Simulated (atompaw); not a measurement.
# How hard is this fluorine (F) PAW (atompaw) potential?

```
Element                 : F (Z = 9)
Generator               : atompaw 4.2.0.5
Type                    : PAW
Functional              : PBE
Relativity              : scalar-relativistic
Frozen core             : [He]
Valence charge          : 7
Reference configuration : 2s2 2p4.5 (charge +0.5)
Partial waves           : 2s (bound): rc 2.00 bohr; 2s channel at 2.4 Ry: rc 2.00 bohr; 2p (bound): rc 2.00 bohr; 2p channel at -0.75 Ry: rc 2.00 bohr; 3d channel at -0.2 Ry: rc 2.00 bohr; 3d channel at 0.6 Ry: rc 2.00 bohr
Local potential         : troulliermartins scheme with l = 3 at 0.5 Ry, radius 1.55 bohr
Core correction         : smooth core density matched at 1.70 bohr
Augmentation charge     : sinc compensation charge, radius 1.90 bohr; PAW radius 2.00 bohr; waves and projectors: custom polynom vanderbiltortho
```

The pseudo-atom Hamiltonian at the reference potential is diagonalised in spherical Bessel functions j_l(qr) that vanish at 20 bohr, with q² up to the cutoff. All-electron valence levels (Ry): 2s -2.8081, 2p -1.4135.

How do the lowest levels (Ry) of each channel move with the cutoff, and are there ghosts?

```
cutoff (Ry)     s #1     s #2     p #1     p #2     d #1    d #2    f #1    f #2  Σ f·Δε (mRy)
          8  -2.7745  -0.2133  -1.1426  -0.0793  -0.0083  0.0832  0.0433  0.1713        1286.5
         10  -2.7999  -0.2144  -1.3040  -0.0839  -0.0083  0.0831  0.0433  0.1713         509.7
         15  -2.8077  -0.2146  -1.4092  -0.0870  -0.0083  0.0831  0.0433  0.1713          20.3
         18  -2.8077  -0.2147  -1.4125  -0.0871  -0.0083  0.0831  0.0433  0.1713           5.4
         25  -2.8080  -0.2147  -1.4130  -0.0872  -0.0083  0.0831  0.0433  0.1713           2.8
         30  -2.8081  -0.2148  -1.4133  -0.0872  -0.0083  0.0831  0.0433  0.1713           1.1
         40  -2.8081  -0.2148  -1.4135  -0.0872  -0.0083  0.0831  0.0433  0.1713           0.2
         45  -2.8081  -0.2148  -1.4135  -0.0872  -0.0083  0.0831  0.0433  0.1713           0.2
        400  -2.8081  -0.2148  -1.4136  -0.0872  -0.0083  0.0831  0.0433  0.1713           0.0
```

Result: no extra level below or beside the all-electron valence levels (s, p, d, f tested); 10 mRy is reached at 18 Ry and 1 mRy at 35 Ry.
